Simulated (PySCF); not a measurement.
## Identify the compound

An unknown has the formula CH$_{13}$NOSi$_{4}$. Its calculated NMR data are:

$^{1}$H NMR (500 MHz, computed): δ 5.10 (s, 2H), 3.68 (s, 6H), 3.38 (s, 3H), -0.47 (br s, 2H).

$^{13}$C{$^{1}$H} NMR (computed): δ 56.2 (CH3).

Theory: PBE0-D3(BJ)/def2-SVP structure, NMR shieldings at PBE0/pcSseg-1/GIAO, in PySCF (in vacuum, no relativistic terms, fast rotation and ring inversion assumed for equivalent nuclei, single conformer).

Referencing at the same level of theory: $^{1}$H and $^{13}$C vs TMS.

Task: Propose a structure and justify it.

Result: 
The formula gives 0 degrees of unsaturation. Carbon types of the structure: 1 × CH3, leaving 10 H on heteroatoms. δC 56.2: methyl carbon bonded to O; the inductive effect lowers its shielding. δH 5.10: hydrogen on a silicon bonded to N, Si. δH 3.68: hydrogen on a silicon bonded to Si. δH 3.38: hydrogen on a methyl carbon bonded to O; its carbon carries O, an electronegative neighbour. δH -0.47: hydrogen on a nitrogen bonded to Si; exchangeable; this is the value without hydrogen bonding to other molecules.

These data were computed for `CO[Si]([SiH3])([SiH3])[SiH2]N`.

This is the structure that produced the data.

OH and NH positions are those of a molecule without intermolecular hydrogen bonds; in solution they move with solvent, concentration and temperature, and exchange usually removes their couplings. Shifts are as computed. Against solution values, carbons near 30 ppm lie about +2 ppm off and those near 130 ppm about +5 ppm. Of 1309 compounds with measured shifts, 239 miss one by over three times the rms of a fit or turn the order of signals round; such compounds aren't used in these exercises. No couplings were computed; multiplicities are counted from neighbouring protons, with m where these are inequivalent, close in shift, in a saturated or five-membered ring or joined by F or P, and br s for small geminal =CH2 splittings.
